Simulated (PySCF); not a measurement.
**Dipole response of Ho⁴¹⁺ (holmium, charge +41)**

[Ar] 3d8, high-spin 3F determinant. All numbers are calculated (PySCF 2.14, scalar relativity by spin-free X2C-1e, in an uncontracted even-tempered set (18 s from 8 bohr⁻², ratio 2.5; 13 p from 10 bohr⁻², ratio 2.5; 8 d from 10 bohr⁻², ratio 2.5; 4 f from 43 bohr⁻², ratio 2.7; 3 g from 65 bohr⁻², ratio 2.7)). Coupled (time-dependent) response in atomic units; α is the mean over directions.

```json
{"method": "PBE0", "mean α (bohr³)": "0.003245", "C₆ (like pair)": "0.0004061", "S(−4)": "5.633e-06"}
```

S(−4) is the Cauchy moment in α(ω) = α(0) + S(−4) ω² + …

Spin-orbit coupling is absent.

α(iu) at PBE0:

| u (hartree) | α(iu) (bohr³) |
| --- | --- |
| 0 | 0.003245 |
| 5.00 | 0.003118 |
| 10.0 | 0.002850 |
| 20.0 | 0.002382 |
| 30.0 | 0.002082 |
| 40.0 | 0.001858 |
| 50.0 | 0.001668 |
| 75.0 | 0.001276 |
| 100 | 0.0009812 |
| 150 | 0.0006062 |
| 250 | 0.0002836 |

For an ion, C₆ is the dispersion term alone; charge-induced terms of lower order in 1/R come first.

Spin-orbit coupling is strong in this species (close to jj coupling), so the high-spin LS determinant is a model state, not a physical level.
